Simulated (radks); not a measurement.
Results of a calculation; reference values are marked as such.
Charge is removed step by step from the 2s down level of the neodymium ion Nd55+, starting from [He] 2s(up 1, down 1) 2p1. Level of theory: non-relativistic Kohn-Sham, LDA (Slater exchange, Perdew-Wang correlation), spin-polarised, spherical densities, point nucleus; open shells are filled with parallel spins first (spin-orbit coupling, left out, can overturn this in heavy ions); relativity is left out, which matters for an element this heavy (a radial shooting solver on a logarithmic mesh with Libxc functionals).

removed (e),E - E(0) (eV),eigenvalue (eV),E minus straight line (eV)
0,0.000,-11012.1,0.000
0.125,1378.0,-11036.4,-9.774
0.25,2759.1,-11060.3,-16.530
0.375,4143.1,-11083.7,-20.331
0.5,5530.0,-11106.3,-21.259
0.625,6919.6,-11127.8,-19.424
0.75,8311.9,-11147.7,-14.990
0.875,9706.4,-11164.4,-8.242
1,11102.5,-11162.6,0.000

Removing the whole electron costs 11102.5 eV by Delta-SCF, against 11012.1 eV from minus the eigenvalue at the starting occupation. Slater's transition state (half an electron removed) gives 11106.3 eV. Integrating minus the eigenvalue over the occupation (Janak's theorem) gives 11102.2 eV. The mean slope of the eigenvalue, de/dn, is 151 eV per electron.
